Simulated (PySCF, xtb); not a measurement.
AlI₂, SMILES [I][Al+][I], charge +1.

GFN2-xTB (xtb 6.7.1) at its own geometry gives an orbital gap of 2.88 eV.

Coordinates come from a B3LYP-D3(BJ)/def2-SVP optimisation. The multiplicity is an assumed one; other spin states were not compared. The isomer is the one that the SMILES or the coordinates give; other isomers of the formula were not compared. The def2 effective core potentials stand for the cores of I; spin–orbit coupling is left out.

Question: What does HF/def2-TZVPD run with PySCF give? (Estimate from the structure and the level; the computed values follow.)

Answer: gap 10.83 eV (levels -15.69 and -4.86 eV).
